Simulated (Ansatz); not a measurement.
Ligand exchange: BH2I + GeH3(SH) → BH2(SH) + GeH3I

Species: BH2I `BI`, singlet; GeH3(SH), singlet; BH2(SH), singlet; GeH3I `[GeH3][I]`, singlet. The partners trade I for SH: B–I and Ge–SH bonds give way to B–SH and Ge–I.

Shapes, held fixed at every level: PBE0-D4/def2-TZVP. Programs: Ansatz 0.2.0. The zero-point and thermal change to 298 K, harmonic and unscaled (PBE0-D4/def2-TZVP), is +3.0 kJ/mol.

```tsv
level	kind	ΔH(298 K) (kJ/mol)	less CCSD(T)/def2-TZVPP
SPW92/def2-TZVPP	LDA	-69.3	-10.7
r2SCAN-D4/def2-TZVPP	meta-GGA	-66.5	-7.9
B3LYP-D4/def2-TZVPP	global hybrid	-66.7	-8.1
PBE0-D4/def2-TZVPP	global hybrid	-66.5	-7.9
wB97X-V/def2-TZVPP	range-separated hybrid	-65.5	-6.9
CCSD(T)/def2-SVP	coupled cluster or CI	-72.3	-13.7
CCSD/def2-SVP	coupled cluster or CI	-72.3	-13.7
CCSD(T)/def2-TZVPP	coupled cluster or CI	-58.6	0.0
```

The highest level, CCSD(T)/def2-TZVPP, gives ΔH(298 K) = -58.6 kJ/mol; the levels span -72.3 to -58.6. The column of differences is taken from that level and isn't an error. No measured value is set beside it here. For atoms past krypton def2 sets carry core potentials with scalar relativity. Relativity is left out for Ge. Outer-core shells of Ge, I are correlated in most correlated rows, in sets that cover them unevenly. CCSD(T)/def2-TZVPP lies outside the range of all other levels here, so it shouldn't be taken on trust.
